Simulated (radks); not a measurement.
Results of a calculation; reference values are marked as such.
Ho LXII, 6 electrons, occupied as [He] 2s2 2p2 (the NIST ground configuration). Code: a radial shooting solver on a logarithmic mesh with Libxc functionals. Model: scalar-relativistic Kohn-Sham, PBE, spin-polarised, spherical densities, finite nucleus; open shells are filled with parallel spins first (spin-orbit coupling, left out, can overturn this in heavy ions); Fermi nuclear charge, rms radius 5.2022 fm.

Normalised radial functions P(r) = r R(r), r in bohr:

r,1s up,1s down
0.001088,1.5720,1.5727
0.001319,1.8305,1.8313
0.001598,2.1244,2.1254
0.001921,2.4412,2.4424
0.002327,2.8091,2.8104
0.00282,3.2138,3.2153
0.003389,3.6325,3.6341
0.004107,4.0938,4.0957
0.004976,4.5673,4.5693
0.005981,5.0144,5.0165
0.007247,5.4483,5.4506
0.008711,5.8017,5.8040
0.01056,6.0662,6.0684
0.01279,6.1805,6.1824
0.01537,6.1101,6.1116
0.01863,5.8186,5.8194
0.02257,5.2943,5.2943
0.02713,4.5932,4.5925
0.03287,3.7115,3.7100
0.03983,2.7685,2.7663
0.04788,1.9096,1.9071
0.05801,1.1562,1.1543
0.07029,0.6082,0.6070
0.08449,0.2802,0.2796
0.1024,0.1021,0.1018
0.124,0.0290,0.0290
0.1491,0.0066,0.0066
0.1807,0.0010,0.0010
0.2189,0.0001,0.0001
0.2631,0.0000,0.0000

1s up: eigenvalue -61850 eV, 0 radial nodes, <r> = 0.0207 bohr, 90 % of the charge inside 0.0375 bohr. 1s down: eigenvalue -61816 eV, 0 radial nodes, <r> = 0.0207 bohr, 90 % of the charge inside 0.0374 bohr.
